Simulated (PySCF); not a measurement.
**XPS shifts beside NMR shieldings**

Species: C₉H₁₂.
Atom-mapped SMILES: `[CH2:1]=[CH:2][CH2:3][C:4]1=[CH:5][CH2:6][CH:7]=[CH:8][CH2:9]1`

Geometry (PBE0-D3(BJ)/def2-SVP, Å), atoms numbered from 1 in this order:
```
atom  x, y, z in Å
C1     3.349   -0.147   -0.057
C2     2.278    0.545    0.334
C3     1.236    1.122   -0.579
C4    -0.130    0.533   -0.334
C5    -1.132    1.254    0.184
C6    -2.500    0.718    0.468
C7    -2.651   -0.727    0.113
C8    -1.661   -1.458   -0.404
C9    -0.295   -0.919   -0.684
H10    4.068   -0.547    0.663
H11    3.549   -0.335   -1.117
H12    2.106    0.707    1.406
H13    1.536    0.945   -1.627
H14    1.187    2.214   -0.433
H15   -0.956    2.310    0.419
H16   -2.748    0.870    1.537
H17   -3.259    1.319   -0.071
H18   -3.627   -1.189    0.293
H19   -1.838   -2.512   -0.642
H20    0.468   -1.514   -0.146
H21   -0.043   -1.066   -1.754
```

Binding energies: delta-SCF UKS SCAN, pcX-2 on the ionised atom, pcseg-1 elsewhere, spin-free X2C (PySCF). Shieldings: GIAO HF/pcSseg-1, non-relativistic, same geometry.

```json
{"atom": "C1", "isotropic shielding (ppm)": "67.3"}
{"atom": "C2", "isotropic shielding (ppm)": "42.2"}
{"atom": "C3", "isotropic shielding (ppm)": "149.4"}
{"atom": "C4", "isotropic shielding (ppm)": "49.7"}
{"atom": "C5", "isotropic shielding (ppm)": "62.9"}
{"atom": "C6", "isotropic shielding (ppm)": "166.1"}
{"atom": "C7", "isotropic shielding (ppm)": "58.7"}
{"atom": "C8", "isotropic shielding (ppm)": "57.9"}
{"atom": "C9", "isotropic shielding (ppm)": "165.8"}
```

Q: What are the C 1s binding energies of these atoms?

A: 
```
atom                      environment  C 1s (eV)  isotropic shielding (ppm)
  C5                 alkene CH carbon     289.76                       62.9
  C7                 alkene CH carbon     289.99                       58.7
  C1             terminal =CH2 carbon     290.00                       67.3
  C8                 alkene CH carbon     290.01                       57.9
  C4  fully substituted alkene carbon     290.03                       49.7
  C2                 alkene CH carbon     290.38                       42.2
  C9                   allylic carbon     290.51                      165.8
  C6                   allylic carbon     290.60                      166.1
  C3                   allylic carbon     290.63                      149.4
```

Over these 9 sites the two quantities correlate at r = 0.79. By binding energy: C5 < C7 ≈ C1 ≈ C8 ≈ C4 < C2 < C9 < C6 ≈ C3. By shielding: C2 < C4 < C8 < C7 < C5 < C1 < C3 < C9 ≈ C6.

Geometry: PBE0-D3(BJ)/def2-SVP, one conformer, isolated molecule.
